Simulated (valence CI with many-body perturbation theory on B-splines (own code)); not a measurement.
## Ta⁶⁰⁺: electric-dipole lines

Calculated by configuration interaction combined with many-body perturbation theory (CI+MBPT): three valence electrons over a frozen Dirac-Fock core [Ne], radial functions for each j: 11 s, 11 p, 10 d, 8 f, 5 g, 2 h, with the one-electron correlation potential Σ1, the two-electron term Σ2, the three-electron term Σ3, Breit, model QED; selected CI, second order for the rest, scaled by the run's own slope (own B-spline code, finite nucleus).

The last digits are not significant, and no measured levels were compared; by estimate large intervals hold to a few tenths of a per cent, small ones and those within an open d or f shell to about a per cent.

Lines 101 to 150 of 591 in falling wavelength, among levels below 3172.5 eV, chosen from the strongest by gf and those to the six lowest levels. Wavelengths and rates use the calculated energies. Electric multipoles are in the length gauge with retardation, E1 and E2 with the static RPA response of the core. Weak lines are less certain than strong ones. Lines between different terms over intervals too small for the method are left out, as are lines whose strength nearly cancels. The highest levels of a list are the least certain.

Levels are named by their leading jj configuration (3d3/2^4 stands for four electrons in 3d with j = 3/2), which in mixed levels can hold well under half, so a name can repeat and another be missing. Letters in brackets count levels of one name in rising energy.

| λ vac (Å) | Upper | Lower | A (s⁻¹) | S (a.u.) with core polarisation | S without |
| --- | --- | --- | --- | --- | --- |
| 43.95 | (3d3/2 3d5/2^2) J=5/2 [a] | (3p3/2 3d3/2 3d5/2) J=5/2 [c] | 7.52e+10 | 1.89e-02 | 1.92e-02 |
| 43.92 | (3d3/2^2 3d5/2) J=5/2 [a] | (3p3/2 3d3/2^2) J=5/2 | 7.25e+10 | 1.82e-02 | 1.84e-02 |
| 43.89 | (3s 3p1/2 3d5/2) J=3/2 | (3s 3p1/2 3p3/2) J=1/2 | 1.81e+11 | 3.03e-02 | 3.07e-02 |
| 43.82 | (3p1/2 3d5/2^2) J=9/2 | (3p1/2 3p3/2 3d5/2) J=7/2 [b] | 2.15e+11 | 8.93e-02 | 9.05e-02 |
| 43.61 | (3s 3p1/2 3d5/2) J=5/2 [a] | (3s 3p1/2 3p3/2) J=5/2 | 8.29e+09 | 2.04e-03 | 2.06e-03 |
| 43.59 | (3p3/2 3d3/2 3d5/2) J=3/2 [a] | (3p3/2^2 3d3/2) J=3/2 [a] | 8.85e+10 | 1.45e-02 | 1.47e-02 |
| 43.53 | (3p3/2 3d3/2 3d5/2) J=5/2 [b] | (3p3/2^2 3d3/2) J=3/2 [a] | 1.67e+11 | 4.07e-02 | 4.13e-02 |
| 43.53 | (3d3/2 3d5/2^2) J=9/2 | (3p3/2 3d3/2 3d5/2) J=7/2 [b] | 3.69e+10 | 1.50e-02 | 1.52e-02 |
| 43.49 | (3p3/2 3d5/2^2) J=5/2 [b] | (3p3/2^2 3d5/2) J=3/2 | 1.80e+11 | 4.39e-02 | 4.45e-02 |
| 43.49 | (3s 3d3/2 3d5/2) J=1/2 | (3s 3p3/2 3d3/2) J=1/2 [b] | 2.07e+11 | 1.68e-02 | 1.70e-02 |
| 43.43 | (3d3/2 3d5/2^2) J=7/2 [a] | (3p3/2 3d3/2 3d5/2) J=5/2 [b] | 1.24e+11 | 4.01e-02 | 4.06e-02 |
| 43.19 | (3p3/2 3d3/2 3d5/2) J=3/2 [c] | (3p3/2^2 3d3/2) J=3/2 [b] | 1.49e+11 | 2.38e-02 | 2.41e-02 |
| 43.14 | (3s 3p1/2 3d5/2) J=5/2 [b] | (3s 3p1/2 3p3/2) J=3/2 [b] | 1.44e+11 | 3.43e-02 | 3.48e-02 |
| 43.08 | (3d3/2 3d5/2^2) J=7/2 [b] | (3p3/2 3d3/2 3d5/2) J=9/2 [b] | 7.99e+10 | 2.52e-02 | 2.56e-02 |
| 43.01 | (3s 3d5/2^2) J=9/2 | (3s 3p3/2 3d5/2) J=7/2 [a] | 2.43e+11 | 9.55e-02 | 9.67e-02 |
| 42.99 | (3s 3d5/2^2) J=3/2 | (3s 3p3/2 3d5/2) J=1/2 | 1.58e+11 | 2.48e-02 | 2.51e-02 |
| 42.99 | (3p3/2 3d5/2^2) J=5/2 [a] | (3p3/2^2 3d5/2) J=7/2 | 9.35e+10 | 2.20e-02 | 2.23e-02 |
| 42.98 | (3d5/2^3) J=5/2 | (3p3/2 3d5/2^2) J=5/2 [b] | 3.14e+11 | 7.40e-02 | 7.49e-02 |
| 42.96 | (3d3/2^2 3d5/2) J=3/2 | (3p3/2 3d3/2^2) J=1/2 | 7.92e+10 | 1.24e-02 | 1.26e-02 |
| 42.93 | (3s 3d3/2 3d5/2) J=5/2 [b] | (3s 3p3/2 3d3/2) J=3/2 [b] | 1.37e+11 | 3.21e-02 | 3.26e-02 |
| 42.88 | (3p1/2 3d3/2 3d5/2) J=5/2 [a] | (3p1/2 3p3/2 3d3/2) J=3/2 [a] | 1.18e+11 | 2.77e-02 | 2.80e-02 |
| 42.85 | (3d3/2^2 3d5/2) J=5/2 [a] | (3p3/2 3d3/2^2) J=3/2 [a] | 1.45e+11 | 3.37e-02 | 3.41e-02 |
| 42.78 | (3p1/2 3p3/2 3d5/2) J=5/2 [a] | (3p1/2 3p3/2^2) J=5/2 | 1.11e+11 | 2.57e-02 | 2.61e-02 |
| 42.76 | (3p3/2 3d5/2^2) J=7/2 [a] | (3p3/2^2 3d5/2) J=7/2 | 8.32e+10 | 2.57e-02 | 2.60e-02 |
| 42.74 | (3d3/2^2 3d5/2) J=9/2 | (3p3/2 3d3/2^2) J=7/2 | 2.61e+11 | 1.01e-01 | 1.02e-01 |
| 42.65 | (3p3/2 3d5/2^2) J=7/2 [a] | (3p3/2^2 3d5/2) J=9/2 | 6.76e+10 | 2.07e-02 | 2.10e-02 |
| 42.60 | (3d3/2^2 3d5/2) J=7/2 | (3p3/2 3d3/2^2) J=7/2 | 6.55e+10 | 2.00e-02 | 2.03e-02 |
| 42.55 | (3d3/2 3d5/2^2) J=7/2 [b] | (3p3/2 3d3/2 3d5/2) J=5/2 [c] | 7.19e+10 | 2.19e-02 | 2.22e-02 |
| 42.55 | (3d5/2^3) J=5/2 | (3p3/2 3d5/2^2) J=7/2 [b] | 1.38e+11 | 3.15e-02 | 3.19e-02 |
| 42.54 | (3p3/2 3d3/2 3d5/2) J=5/2 [d] | (3p3/2^2 3d3/2) J=3/2 [b] | 2.89e+11 | 6.59e-02 | 6.68e-02 |
| 42.54 | (3s 3d5/2^2) J=7/2 | (3s 3p3/2 3d5/2) J=7/2 [b] | 1.30e+11 | 3.97e-02 | 4.02e-02 |
| 42.54 | (3d3/2 3d5/2^2) J=5/2 [b] | (3p3/2 3d3/2 3d5/2) J=5/2 [c] | 1.18e+11 | 2.69e-02 | 2.72e-02 |
| 42.49 | (3p1/2 3d5/2^2) J=5/2 | (3p1/2 3p3/2 3d5/2) J=7/2 [b] | 6.15e+10 | 1.40e-02 | 1.42e-02 |
| 42.42 | (3s 3p1/2 3d5/2) J=3/2 | (3s 3p1/2 3p3/2) J=3/2 [b] | 5.98e+10 | 9.01e-03 | 9.13e-03 |
| 42.37 | (3p1/2 3d3/2 3d5/2) J=5/2 [b] | (3p1/2 3p3/2 3d3/2) J=3/2 [b] | 1.33e+11 | 3.00e-02 | 3.04e-02 |
| 42.37 | (3s 3p3/2 3d5/2) J=5/2 [a] | (3s 3p3/2^2) J=5/2 | 2.00e+11 | 4.51e-02 | 4.57e-02 |
| 42.36 | (3d3/2^2 3d5/2) J=7/2 | (3p3/2 3d3/2^2) J=5/2 | 2.07e+11 | 6.22e-02 | 6.30e-02 |
| 42.35 | (3p3/2 3d5/2^2) J=9/2 | (3p3/2^2 3d5/2) J=7/2 | 1.96e+11 | 7.35e-02 | 7.45e-02 |
| 42.32 | (3s 3p3/2 3d5/2) J=1/2 | (3s 3p3/2^2) J=1/2 | 3.46e+11 | 2.59e-02 | 2.62e-02 |
| 42.32 | (3p1/2 3p3/2 3d5/2) J=1/2 | (3p1/2 3p3/2^2) J=1/2 | 2.88e+11 | 2.15e-02 | 2.18e-02 |
| 42.31 | (3d3/2 3d5/2^2) J=3/2 [b] | (3p3/2 3d3/2 3d5/2) J=1/2 [b] | 1.76e+11 | 2.63e-02 | 2.66e-02 |
| 42.29 | (3p1/2 3d3/2 3d5/2) J=7/2 [a] | (3p1/2 3p3/2 3d3/2) J=5/2 [a] | 1.43e+11 | 4.27e-02 | 4.32e-02 |
| 42.27 | (3p1/2 3d3/2 3d5/2) J=3/2 [a] | (3p1/2 3p3/2 3d3/2) J=1/2 [a] | 7.73e+10 | 1.15e-02 | 1.17e-02 |
| 42.27 | (3d5/2^3) J=9/2 | (3p3/2 3d5/2^2) J=9/2 | 3.11e+11 | 1.16e-01 | 1.17e-01 |
| 42.24 | (3p3/2 3d5/2^2) J=9/2 | (3p3/2^2 3d5/2) J=9/2 | 2.70e+11 | 1.00e-01 | 1.02e-01 |
| 42.24 | (3s 3d3/2 3d5/2) J=3/2 [b] | (3s 3p3/2 3d3/2) J=3/2 [b] | 1.39e+11 | 2.07e-02 | 2.10e-02 |
| 42.18 | (3p3/2 3d3/2 3d5/2) J=7/2 [c] | (3p3/2^2 3d3/2) J=5/2 | 4.15e+11 | 1.23e-01 | 1.25e-01 |
| 42.15 | (3p1/2 3d3/2 3d5/2) J=9/2 | (3p1/2 3p3/2 3d3/2) J=7/2 | 1.84e+11 | 6.82e-02 | 6.91e-02 |
| 42.11 | (3d5/2^3) J=3/2 | (3p3/2 3d5/2^2) J=1/2 | 2.04e+11 | 3.01e-02 | 3.05e-02 |
| 42.07 | (3d3/2^2 3d5/2) J=5/2 [b] | (3p3/2 3d3/2^2) J=3/2 [b] | 2.63e+11 | 5.80e-02 | 5.87e-02 |
